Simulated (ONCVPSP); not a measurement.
**What one change does to a pseudopotential (B (Z = 5), ONCV)**

```json
{
 "Element": "B (Z = 5)",
 "Generator": "ONCVPSP 4.0.1",
 "Type": "optimised norm-conserving Vanderbilt (ONCV)",
 "Functional": "PBEsol",
 "Relativity": "scalar-relativistic",
 "Frozen core": "[He]",
 "Valence charge": "3",
 "Reference configuration": "2s1 2p2",
 "Partial waves": "2s: rc 1.70 bohr, ncon 4, nbas 8, qcut 4.8 1/bohr, 1 projector; 2p: rc 2.80 bohr, ncon 4, nbas 8, qcut 4.7 1/bohr, 2 projectors, debl 1.9 Ha; d scattering state at 0.19 Ha: rc 2.30 bohr, ncon 4, nbas 7, qcut 4.4 1/bohr, 1 projector",
 "Local potential": "polynomial inside 1.25 bohr (lpopt 5, dvloc0 0 Ha)",
 "Core correction": "none"
}
```

Change: s: qcut 7; p: qcut 6.8; d: qcut 6.4.

Cutoffs: the cutoffs (Ha) at which the residual kinetic energy of the hardest occupied pseudo-wave falls to 1 and 0.1 mHa per electron; they do not see the model core or the augmentation charge, which bear on the density cutoff. Errors are all-electron minus pseudo energies relative to the spin-unpolarised reference configuration.

Question: Predict the effect on cutoff, ghosts and configuration errors.

Answer: The potential gets harder (8.7 Ha and 12 Ha → 12 Ha and 16 Ha); of the 4 tests that both files solve, the error grows in 0 and shrinks in 3 by more than 15 % and 0.3 meV (median size 74.4 → 36.8 meV); neither file shows a bound ghost.

| quantity | base | changed |
| --- | --- | --- |
| cutoff, loose | 8.7 Ha | 12 Ha |
| cutoff, tight | 12 Ha | 16 Ha |
| loose cutoff by channel | s 8.7 Ha, p 7.1 Ha | s 12 Ha, p 9.2 Ha |
| bound ghosts | none | none |
| GHOST(+) flags under 300 eV | none | none |
| error for 2s2 2p1, meV [ΔE -5.82 eV] | -7.2 | -6.6 |
| error for 2s2 2p0, meV [ΔE 2.32 eV] | +123 | +64 |
| error for 2s1 2p0, meV [ΔE 27.58 eV] | +400 | +246 |
| error for 2s2 2p0.5, meV [ΔE -2.96 eV] | +26 | +10.0 |
| s: phases at 1.73 bohr within 0.05 rad from the reference energy up to (Ha; the scan ends near 5) | 1.7 | 2.0 |
| p: phases at 2.84 bohr within 0.05 rad from the reference energy up to (Ha; the scan ends near 5) | 3.0 | 3.1 |
| d: phases at 2.33 bohr within 0.05 rad from the reference energy up to (Ha; the scan ends near 5) | 3.0 | 3.2 |
